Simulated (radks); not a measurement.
Polarisability of the tin ion Sn+, [Kr] 4d10 5s2 5p1, at imaginary frequency. Calculated with a radial shooting solver on a logarithmic mesh with Libxc functionals: scalar-relativistic Kohn-Sham, LDA (Slater exchange, Perdew-Wang correlation), spin-polarised, spherical densities, finite nucleus; open shells are filled with parallel spins first (spin-orbit coupling, left out, can overturn this in heavy ions); Fermi nuclear charge, rms radius 4.6519 fm. Response by self-consistent Sternheimer equations with the Hartree and adiabatic LDA kernel, the relativistic mass of each level held fixed and spin-orbit coupling left out.

w (hartree)  alpha1(iw) (bohr^3)
0.00266                    25.99
0.0143                     25.95
0.0360                     25.70
0.0697                     24.92
0.118                      23.18
0.186                      20.16
0.280                      16.06
0.413                      11.69
0.605                      7.939
0.892                      5.159
1.35                       3.233
2.12                       1.886
3.59                      0.9326
6.94                      0.3373
17.5                     0.07407

Static values: alpha1 = 25.99 bohr^3 (3.852 angstrom^3; uncoupled 43.76). C6 = 199.0, triple-dipole C9 = 3597 atomic units. One-pole (London) frequency 4 C6 / (3 alpha1^2) = 0.393 hartree, against 0.397 for minus the highest occupied eigenvalue.
